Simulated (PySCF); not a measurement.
SMILES CCP1(=O)CCC1, C$_{5}$H$_{11}$OP

Cartesian coordinates in Å; atom numbers follow the order of the lines, from 1:
```xyz
18

C     2.4943   -0.1784    0.0495
C     1.1804   -0.9013   -0.2052
P    -0.0736    0.3386   -0.7320
O     0.3071    1.1285   -1.9068
C    -1.7584   -0.4285   -0.5963
C    -1.8799    0.1036    0.8448
C    -0.7597    1.1598    0.7838
H     2.3874    0.5289    0.8705
H     2.7829    0.3788   -0.8397
H     3.2874   -0.8816    0.2964
H     0.8323   -1.4319    0.6806
H     1.2858   -1.6150   -1.0263
H    -2.4381    0.0794   -1.2807
H    -1.8725   -1.5029   -0.7176
H    -2.8610    0.5078    1.0902
H    -1.6409   -0.6755    1.5677
H    -0.1444    1.2502    1.6756
H    -1.1379    2.1460    0.5139
```

Level of theory: GIAO B97-2/pcSseg-1 magnetisability, rotational g tensor and spin-rotation constants, non-relativistic, gas phase (PySCF 2.14.0). Geometry: GFN2-xTB.

Task: How diamagnetic is it, and how anisotropic?

Result: Isotropic -1297 × 10⁻³⁰ J/T², or -78.1 × 10⁻⁶ cm³/mol; principal values -1368, -1335, -1188 × 10⁻³⁰ J/T², anisotropy 166 × 10⁻³⁰ J/T² (root of half the summed squared differences of the principal values). The susceptibility is in cgs units.

Task: Split it along the inertial axes a, b, c into diamagnetic and paramagnetic parts about the centre of mass, with the quadrupole moment.

Result: 
```csv
axis,χ (10⁻⁶ cm³/mol),diamagnetic (10⁻⁶ cm³/mol),paramagnetic (10⁻⁶ cm³/mol),summed x² of all electrons (Å²),quadrupole Θ (D Å)
a,-78.3,-477.1,398.9,151.5,+5.19
b,-77.0,-836.0,759.0,67.0,-8.62
c,-79.1,-926.9,847.8,45.5,+3.43
```
Anisotropies 2χaa − χbb − χcc = -0.5 and 2χbb − χaa − χcc = +3.4 × 10⁻⁶ cm³/mol. Θ is traceless in Buckingham's convention.

Task: And the rotational g tensor?

Result: 
| axis | rotational constant (GHz) | g | nuclear part | electronic part |
| --- | --- | --- | --- | --- |
| a | 3.3743 | -0.0260 | 0.6062 | -0.6323 |
| b | 1.7524 | -0.0079 | 0.6170 | -0.6249 |
| c | 1.5269 | -0.0105 | 0.5977 | -0.6082 |

Asymmetric top; isotopes 12C, 1H, 16O, 31P; no vibrational averaging.
